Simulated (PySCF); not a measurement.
A structure optimised at B3LYP-D3(BJ)/def2-SVP, used in a PySCF frequency run:

```xyz
9

Si    -0.4003    -0.5893     0.7367
N     -1.5225    -1.4214    -0.2581
N      0.7472    -1.7320     1.2992
Br     0.3825     1.0637    -0.6106
H     -0.8809     0.1295     1.9451
H     -2.0367    -0.9388    -0.9865
H     -2.0033    -2.2484     0.0816
H      1.2220    -2.3399     0.6376
H      1.3416    -1.5066     2.0912
```
Charge 0, spin multiplicity 1.

Question: Write its SMILES and formula.

Answer: N[SiH](N)Br, BrH5N2Si

Question: What are its rotational constants (standard atomic weights)?

Answer: 6.2980, 1.9333, 1.5949 GHz
